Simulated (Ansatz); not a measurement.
Cost and result up the ladder for Hg₂TeF₂ (5 atoms). Total charge 0; singlet. Geometry: PBE0-D4/def2-SVP.

Cartesian coordinates in Å:
```
Hg 0.1840 0.4585 0.3764
Hg -2.1467 -0.1184 -0.6675
Te 2.6453 0.9047 1.3529
F -3.9168 -0.5418 -1.4566
F 3.2343 -0.7030 0.3948
```

Ansatz on 4 threads of Arm Neoverse N1 on a shared host. Times are rough, and most runs start from the orbitals of an earlier one. r2SCAN0-D4/def2-TZVP serves as the yardstick here, not as an exact answer. Differences are given only for rows in sets of like size (and for xTB, whose basis is part of the method), since another set adds its own error. Binding counts from free atoms at the same level (Hg singlet, Te triplet, F doublet; other spins of the atoms weren't run), without zero-point energy or a counterpoise term.

In the def2 sets Hg, Te take a core potential; there is no spin–orbit coupling. Correlated methods freeze 6 core orbitals; core or outer-core shells of Hg, Te are correlated, in sets that lack core-valence functions. The rows differ in basis, and correlated rows in double-zeta sets carry the largest basis error. Another isomer (singlet) lies 0.58 eV lower at PBE0-D4/def2-TZVP; other spin states weren't run for this one.

Correlated methods converge slowly with the basis, most of all in double-zeta sets.

```
                         level  functions  wall time
PBE-D4/def2-TZVP (with forces)        198      4.4 s
             PBE0-D4/def2-TZVP        198        7 s
           r2SCAN-D4/def2-TZVP        198      7.5 s
          r2SCAN0-D4/def2-TZVP        198       10 s
            PBE-QIDH/def2-TZVP        198       11 s
              CCSD(T)/def2-SVP        118       72 s
```

Question: Estimate what each level gives for the binding energy per atom (eV).

Answer: 
```csv
level,binding energy per atom (eV),difference from r2SCAN0-D4/def2-TZVP (eV)
PBE-D4/def2-TZVP (with forces),1.66,0.24
PBE0-D4/def2-TZVP,1.51,0.09
r2SCAN-D4/def2-TZVP,1.57,0.14
r2SCAN0-D4/def2-TZVP,1.42,0.00
PBE-QIDH/def2-TZVP,1.44,0.02
CCSD(T)/def2-SVP,1.12,–
```
